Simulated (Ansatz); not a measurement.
Relaxation of ClGeH9N2 (13 atoms, charge 0, multiplicity 1), to a largest force component of 0.03 eV/Å in at most 50 steps.

Theory: UHF/def2-SVP (Ansatz 0.2.0).

```xyz
13
Properties=species:S:1:pos:R:3:forces:R:3
Ge -1.314 -0.053 -1.524 -0.08 -0.31 0.63
Cl 2.178 -0.329 -1.109 -0.06 0.30 0.73
H -0.851 -0.925 -2.694 0.00 0.00 0.02
H -2.840 0.122 -1.579 0.01 0.00 0.00
H -0.656 1.325 -1.589 0.02 0.00 0.00
H 0.378 0.375 1.599 0.17 0.15 0.15
N -0.917 -0.870 0.129 -0.11 0.28 -0.68
H 1.779 0.161 0.031 0.27 -0.33 -0.76
N 1.071 0.902 2.115 -0.18 -0.09 -0.07
H -1.728 -1.145 0.653 -0.03 0.01 -0.01
H -0.307 -1.665 0.054 -0.01 0.01 -0.01
H 1.312 1.748 1.631 0.00 -0.01 0.00
H 1.894 0.354 2.284 0.00 0.00 0.00
```

Where does it end, and by what steps?

The run converged. The force dipped under the threshold on the way, but the program's further checks kept it going. After 30 steps the energy has fallen by 0.092 eV; H3 moved furthest, 1.24 Å.

```
step  energy less start (eV)  largest force component (eV/Å)  accepted
   0                  0.0000                           0.758       yes
   2                 -0.0607                           0.420       yes
   4                 -0.0673                           0.142       yes
   6                 -0.0754                           0.031       yes
   8                 -0.0779                           0.133       yes
  10                 -0.0803                           0.123       yes
  12                 -0.0835                           0.126       yes
  14                 -0.0864                           0.118       yes
  16                 -0.0873                           0.091        no
  18                 -0.0888                           0.068       yes
  20                 -0.0898                           0.037       yes
  22                 -0.0906                           0.082       yes
  24                 -0.0914                           0.025       yes
  26                 -0.0916                           0.056        no
  28                 -0.0919                           0.044       yes
  30                 -0.0921                           0.015       yes
```

```xyz
13
Properties=species:S:1:pos:R:3
Ge -1.570 -0.050 -1.559
Cl 2.879 -0.504 -0.607
H -2.090 -0.989 -2.664
H -2.755 0.699 -0.939
H -0.563 0.930 -2.171
H 0.281 0.484 1.532
N -0.719 -0.943 -0.191
H 2.144 0.054 0.271
N 0.835 1.034 2.168
H -1.318 -1.501 0.392
H 0.069 -1.501 -0.468
H 1.233 1.817 1.682
H 1.574 0.473 2.552
```

Whether the end is a true minimum wasn't checked by a vibrational analysis.

Time of the run: 88 s on 4 threads of Arm Neoverse N1, with other jobs on the host, peak memory 0.43 GiB.
